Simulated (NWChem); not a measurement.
System: CH3FO2Si; SMILES O=C(O)[SiH2]F

NWChem input:

```
start job
memory heap 200 mb stack 900 mb global 1100 mb
geometry units angstroms noautoz
  O     -0.737218     1.736378    -0.577356
  C      0.041875     0.915284    -0.162857
  O      1.198466     1.224822     0.423133
  Si    -0.388591    -0.940973    -0.347567
  F      0.769591    -1.898383     0.263078
  H      1.261897     2.196985     0.437281
  H     -1.651931    -1.173570     0.396585
  H     -0.528522    -1.215352    -1.799805
end
basis spherical
  * library def2-tzvp
end
dft
  xc pbe0
  iterations 150
  semidirect filesize 400000000
  mulliken
end
task dft energy
```

NWChem printed, in part:

```
             Northwest Computational Chemistry Package (NWChem) 7.3.0
             --------------------------------------------------------

 CS  symmetry detected

                             Geometry "geometry" -> ""
                             -------------------------

 Output coordinates in angstroms (scale by  1.889725989 to convert to a.u.)

  No.       Tag          Charge          X              Y              Z
 ---- ---------------- ---------- -------------- -------------- --------------
    1 O                    8.0000    -0.78897114    -1.84029888     0.00000000
    2 C                    6.0000     0.01711283    -0.94407385     0.00000000
    3 O                    8.0000     1.33601431    -1.13746381     0.00000000
    4 Si                  14.0000    -0.61302418     0.86369719     0.00000000
    5 F                    9.0000     0.60611256     1.93356276     0.00000000
    6 H                    1.0000     1.48489754    -2.10035440     0.00000000
    7 H                    1.0000    -1.41829722     1.04653673    -1.23368577
    8 H                    1.0000    -1.41829722     1.04653673     1.23368577

 Effective nuclear repulsion energy (a.u.)     226.4547464931

      Symmetry information
      --------------------

 Group name             Cs
 Group number              2
 Group order               2
 No. of unique centers     7

                                 NWChem DFT Module
                                 -----------------

 Summary of "ao basis" -> "ao basis" (spherical)
 ------------------------------------------------------------------------------
       Tag                 Description            Shells   Functions and Types
 ---------------- ------------------------------  ------  ---------------------
 O                         def2-tzvp                11       31   5s3p2d1f
 C                         def2-tzvp                11       31   5s3p2d1f
 Si                        def2-tzvp                13       37   5s5p2d1f
 F                         def2-tzvp                11       31   5s3p2d1f
 H                         def2-tzvp                 4        6   3s1p

      Symmetry analysis of basis
      --------------------------

        a'        120
        a"         59

            General Information
            -------------------
          SCF calculation type: DFT
          Wavefunction type:  closed shell.
          No. of atoms     :     8
          No. of electrons :    48
           Alpha electrons :    24
            Beta electrons :    24
          Charge           :     0
          Spin multiplicity:     1
          Use of symmetry is: on ; symmetry adaption is: on
          Maximum number of iterations: 150
          AO basis - number of functions:   179
                     number of shells:    69
          Convergence on energy requested:  1.00D-06
          Convergence on density requested:  1.00D-05
          Convergence on gradient requested:  5.00D-04

              XC Information
              --------------
                         PBE0 Method XC Functional
                     Hartree-Fock (Exact) Exchange  0.250
          PerdewBurkeErnzerhof Exchange Functional  0.750
            Perdew 1991 LDA Correlation Functional  1.000 local
           PerdewBurkeErnz. Correlation Functional  1.000 non-local

             Grid Information
             ----------------
          Grid used for XC integration:  medium
          Radial quadrature: Mura-Knowles
          Angular quadrature: Lebedev.
          Tag              B.-S. Rad. Rad. Pts. Rad. Cut. Ang. Pts.
          ---              ---------- --------- --------- ---------
          O                   0.60       49          11.0       434
          C                   0.70       49           9.0       434
          Si                  1.10       88          11.0       590
          F                   0.50       49          11.0       434
          H                   0.35       45          12.0       434
          Grid pruning is: on
          Number of quadrature shells:   374
          Spatial weights used:  Erf1

      Superposition of Atomic Density Guess
      -------------------------------------

 Sum of atomic energies:        -576.99285917

      Non-variational initial energy
      ------------------------------

 Total energy =    -578.608089
 1-e energy   =   -1248.370985
 2-e energy   =     443.308149
 HOMO         =      -0.341059
 LUMO         =      -0.004354

      Symmetry analysis of molecular orbitals - initial
      -------------------------------------------------

  Numbering of irreducible representations:

     1 a'          2 a"

  Orbital symmetries:

     1 a'          2 a'          3 a'          4 a'          5 a'
     6 a'          7 a'          8 a"          9 a'         10 a'
    11 a'         12 a'         13 a'         14 a'         15 a'
    16 a"         17 a'         18 a'         19 a"         20 a'
    21 a'         22 a"         23 a"         24 a'         25 a"
    26 a'         27 a'         28 a'         29 a'         30 a"
    31 a'         32 a"         33 a'         34 a'

------------------------------------------------------------
EAF file 0: "./job.aoints.0" size=250609664 bytes
------------------------------------------------------------
               write      read    awrite     aread      wait
               -----      ----    ------     -----      ----
     calls:      478         0         0         0         0
   data(b): 2.51e+08  0.00e+00  0.00e+00  0.00e+00
   time(s): 0.00e+00  0.00e+00  0.00e+00  0.00e+00  0.00e+00
rate(mb/s): 0.00e+00  0.00e+00
------------------------------------------------------------

     ---------------------------------------------
      Total Density - Mulliken Population Analysis
     ---------------------------------------------

[...]
```

Level: PBE0/def2-TZVP. All runs use the structure optimised with PBE0/def2-SVP.
